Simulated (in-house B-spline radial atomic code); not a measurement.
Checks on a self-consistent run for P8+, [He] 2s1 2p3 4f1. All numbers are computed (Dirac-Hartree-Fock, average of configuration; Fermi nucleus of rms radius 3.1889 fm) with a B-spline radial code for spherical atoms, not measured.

```csv
orbital,q,ε (Eh),<1/r>,<r²>,small-component weight
1s1/2,2,-91.64188,14.6976,0.01425,0.0028512
2s1/2,1,-16.27152,3.16249,0.253875,0.00052539
2p1/2,1,-14.72598,3.09568,0.206206,0.0005069
2p3/2,2,-14.68075,3.0796,0.207567,0.00050502
4f5/2,0.42857,-2.53626,0.565647,4.41062,6.8123e-05
4f7/2,0.57143,-2.53603,0.565544,4.41181,6.8117e-05
```

Electron-electron repulsion V_ee = 47.2552 hartree.

**Question.** What total energy follows from the eigenvalues?

**Answer.** The eigenvalues count the repulsion twice, so E = Σqε - V_ee = -246.179 - 47.255 = -293.434 hartree; the run printed -293.434.

**Question.** Does the Dirac virial theorem hold?

**Answer.** For a point nucleus E = -2c²Σq·w, with w the small-component weight. Here Σq·w = 0.0078129 and c = 137.0360, so the ratio E/(-2c²Σq·w) is 1.000002.

**Question.** What diamagnetic shielding (Lamb formula) and susceptibility (Langevin formula) do the radii give?

**Answer.** σ = (α²/3)Σq<1/r> = 42.3782/(3·137.036²) = 752.23 ppm, and χ = -0.79199×10⁻⁶·Σq<r²> = -4.209×10⁻⁶ cm³/mol with Σq<r²> = 5.315 bohr². Both are non-relativistic formulas without the paramagnetism of open shells.
